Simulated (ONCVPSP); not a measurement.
## How hard is this nickel (Ni) ONCV potential?

nickel, optimised norm-conserving Vanderbilt (ONCV), made with ONCVPSP 4.0.1 (PBEsol, scalar-relativistic). Core [Ne], reference 3s2 3p6 3d8 4s1.5 (charge +0.5). Waves: 3s+4s: rc 1.35 bohr, ncon 4, nbas 7, qcut 9.5 1/bohr, 2 projectors; 3p: rc 0.75 bohr, ncon 4, nbas 8, qcut 12.1 1/bohr, 2 projectors, debl 1.1 Ha; 3d: rc 1.55 bohr, ncon 4, nbas 9, qcut 11.3 1/bohr, 2 projectors, debl 3.3 Ha. Local part: polynomial inside 0.65 bohr (lpopt 5, dvloc0 -1 Ha). Core correction: Teter function, fcfact 2.75, rcfact 1.75.

In the p channel the program set the typed energies aside and used -2.779, 0.250 Ha.

For each optimised wave give the share of its norm inside rc, the residual kinetic energy above qcut (Ha) and the cutoffs (Ha) for errors of 10, 1, 0.1 and 0.01 mHa per electron.

```
         wave  norm inside rc  residual KE  10 mHa  1 mHa  0.1 mHa  0.01 mHa
           3s           0.969      6.2e-07    11.4   26.5     34.1      39.4
           4s           0.059      1.9e-06     8.7   23.8     33.9      41.0
           3p           0.519      6.5e-04    30.6   67.6    284.6     366.8
p projector 2           0.044      8.7e-05    24.1   33.5     71.5     296.3
           3d           0.853      2.6e-07    39.4   46.6     52.5      56.9
d projector 2           0.163      3.3e-06    41.6   50.1     56.0      61.6
```

The occupied waves need 68 Ha and 285 Ha for 1 and 0.1 mHa.
